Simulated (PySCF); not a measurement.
Worked example: dipole moment from atomic charges

Zn(Br)(OMe) (CH3BrOZn), SMILES C[O][Zn][Br]. Atoms are numbered in the order given.

```xyz
7

Zn     0.1365     0.4655     0.0000
Br    -0.0878    -1.7604     0.0000
O      0.5059     2.2113     0.0000
C     -0.4725     3.2216     0.0000
H     -1.1372     3.2080     0.8992
H      0.0402     4.2110     0.0000
H     -1.1372     3.2080    -0.8992
```
Charge 0, spin multiplicity 1.

The structure is a stationary point at PBE-D3(BJ)/def2-SVP. The structure was generated by enumeration; whether it is a known compound was not checked. One conformer was computed; it need not be the lowest.

Charges (e) from PBE/def2-TZVP in PySCF:

```tsv
atom	ESP fit	Mulliken
Zn1	0.650	0.462
Br2	-0.306	-0.235
O3	-0.450	-0.389
C4	-0.106	-0.171
H5	0.058	0.106
H6	0.097	0.121
H7	0.058	0.106
```

The dipole moment of the full density is 1.33 D.

Problem. What dipole moment does each set of point charges give, and which comes closer to that of the density?

Solution. 
μ = Σ q r, and 1 e Å = 4.8032 D.
ESP fit: Σ q r = (-0.190, 0.285, 0.000) e Å, |μ| = 1.65 D.
Mulliken: Σ q r = (-0.269, 0.407, 0.000) e Å, |μ| = 2.34 D.
ESP fit comes closer in size. Point charges leave out the atoms' own dipoles (lone pairs, polarised bonds); fits to the potential absorb them, partitions of the density don't.
